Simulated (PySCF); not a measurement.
# Energy of Sc (scandium, neutral) between two integer charges

The 4s beta orbital of [Ar] 3d1 4s2 is emptied in steps (occupation f), with all orbitals relaxed, ending at [Ar] 3d1 4s1. Computed with PySCF 2.14 in aug-pcseg-2, with the non-relativistic Hamiltonian (point nucleus). The exact energy is a straight line in f; departures are measured from the line between the end points of the same method.

```tsv
f	BHandHLYP (eV)
1	0.000
0.75	-0.245
0.5	-0.334
0.25	-0.256
0	0.000
```

```tsv
method	E(f=0) − E(f=1) (eV)	−ε at f=1 (eV)	−ε at f=0.5 (eV)
BHandHLYP	6.330	5.045	6.303
```

Orbital energy along the path (eV):

```tsv
f	BHandHLYP
1	-5.045
0.75	-5.658
0.5	-6.303
0.25	-6.993
0	-7.625
```

Reference removal energy between the ground levels: 6.561 eV (measured; NIST Atomic Spectra Database, ionization energies). The calculation has no spin-orbit coupling.
